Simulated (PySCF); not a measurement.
**Working out the ionisation energy of Ne⁺**

Ne⁺ [He] 2s2 2p5 (2P) → Ne²⁺ [He] 2s2 2p4 (3P). All numbers are calculated (PySCF 2.14, no relativity, point nucleus, in dyall-acv3z (15s9p4d2f, 76 functions)). Frozen: nothing; the 5 highest virtual orbitals dropped. Energies in hartree (1 hartree = 27.21139 eV):

```csv
part,Ne⁺ (lower),Ne²⁺ (upper)
UHF,-127.824236,-126.381003
CCSD correlation,-0.278252,-0.224238
(T),-0.003177,-0.001870
```

**Question.** What does Hartree-Fock give?

**Answer.** (-126.381003) − (-127.824236) = 1.443233 hartree = 39.272 eV.

**Question.** What do CCSD and CCSD(T) give?

**Answer.** The CCSD correlation energies differ by 0.054014 hartree = 1.470 eV and the triples by 0.001307 hartree = 0.036 eV, so CCSD gives 40.742 eV and CCSD(T) 40.778 eV.

A first-order spin-orbit estimate adds -0.005 eV to CCSD(T) (valence and next inner shell), giving 40.773 eV against 40.963 eV (measured; NIST Atomic Spectra Database, ionization energies).

What remains against the reference includes basis incompleteness and higher excitations.
